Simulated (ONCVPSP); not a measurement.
## Logarithmic derivatives: magnesium (Mg), ONCV

magnesium (Mg), optimised norm-conserving Vanderbilt (ONCV), made with ONCVPSP 4.0.1 (PBEsol, scalar-relativistic). Core [He] 2s2, reference 2p6 3s1 3p1. Waves: 3s: rc 2.05 bohr, ncon 4, nbas 6, qcut 3.5 1/bohr, 3 projectors, debl 3 Ha; 2p+3p: rc 1.20 bohr, ncon 4, nbas 7, qcut 14.4 1/bohr, 2 projectors. Local part: polynomial inside 0.95 bohr (lpopt 5, dvloc0 -1 Ha). Core correction: none.

The phase is arctan(r·R′/R) of the radial function R(r), unwrapped; energies in Ha, scanned from -3 to 5 Ha. A pole is an energy at which the radial function vanishes at the test radius. The pseudo phase is shifted by a multiple of π to meet the all-electron one at the reference energy, and phase errors are pseudo minus all-electron; the curves can meet again beyond the range given. Levels narrower than the energy grid can be missing from the lists of poles.

Task: For each channel, where are the poles, and over which energies does the pseudopotential scatter like the atom?

Result:

```tsv
channel	radius (bohr)	reference energy (Ha)	poles, all-electron	poles, pseudo	unbroken range about the reference energy with phases within 0.05 rad	phase error 1 Ha above the reference energy (rad)
s	2.09	-0.21	1.69	1.69	above -2.8	-0.001
p	1.22	-0.08	-1.18	-1.18	the whole range	+0.000
```

Phases in the s channel:

```
E (Ha)  all-electron  pseudo
 -2.98         1.529   1.302
 -2.54         1.287   1.267
 -2.10         1.228   1.218
 -1.66         1.147   1.140
 -1.22         1.004   0.999
 -0.78         0.687   0.684
 -0.34        -0.115  -0.116
  0.10        -0.944  -0.945
  0.54        -1.280  -1.281
  0.98        -1.433  -1.434
  1.42        -1.526  -1.527
  1.86        -1.596  -1.597
  2.30        -1.662  -1.662
  2.74        -1.739  -1.739
  3.18        -1.858  -1.858
  3.62        -2.120  -2.124
  4.06        -3.011  -3.043
  4.50        -4.072  -4.088
  4.94        -4.384  -4.390
```
